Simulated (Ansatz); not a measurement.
Species: ZrF₂ (charge 0, singlet). SMILES: [F][Zr][F]
Geometry from a B3LYP-D3(BJ)/def2-TZVP (Ansatz, an electronic-structure program) optimisation:
```xyz
3

Zr     0.0018    -0.0064    -0.3205
F      1.5627     0.0182     0.7209
F     -1.5706     0.0104     0.7037
```

Property: vertical ionisation energy (to the doublet state of charge +1; each state is the SCF solution reached for its spin; for the singlet the Hartree-Fock reference is unstable and T1 is 0.019), in eV. Correlated levels leave the core frozen unless marked. UHF or UKS for open shells. No spin-orbit coupling. Frozen are the shells of the preceding noble gas and the d and f shells that filled before the atom's block. In def2 rows, elements after Kr have scalar-relativistic effective core potentials. Basis-set limits of correlation are two-point, X^-3; Hartree-Fock from the larger set. [CCSD(T)-MP2]/basis is that difference in the basis named.

```
level                                                          program  vertical ionisation energy (eV)  minus last row
-------------------------------------------------------------  -------  -------------------------------  --------------
HF/def2-SVPD                                                    Ansatz                             5.82           -1.19
HF/def2-QZVPPD                                                  Ansatz                             5.78           -1.23
SVWN5/def2-TZVPD                                                Ansatz                             7.16            0.15
PBE/def2-TZVPD                                                  Ansatz                             6.82           -0.19
PBE0/def2-TZVPD                                                 Ansatz                             6.76           -0.25
BHLYP/def2-TZVPD                                                Ansatz                             6.79           -0.22
MP2/def2-TZVPPD                                                 Ansatz                             6.51           -0.50
RI-MP2/CBS(def2-TZVPPD,def2-QZVPPD)                             Ansatz                             6.56           -0.45
SCS-MP2/def2-SVPD                                               Ansatz                             6.54           -0.47
SCS-MP2/def2-TZVPPD                                             Ansatz                             6.61           -0.40
CCSD/def2-TZVPPD                                                Ansatz                             6.89           -0.12
CCSD(T)/def2-SVPD                                               Ansatz                             6.95           -0.06
CCSD(T)/def2-TZVPPD                                             Ansatz                             6.96           -0.05
RI-MP2/CBS(def2-TZVPPD,def2-QZVPPD)+[CCSD(T)-MP2]/def2-SVPD     Ansatz                             7.06            0.05
RI-MP2/CBS(def2-TZVPPD,def2-QZVPPD)+[CCSD(T)-MP2]/def2-TZVPPD   Ansatz                             7.01            0.00
```
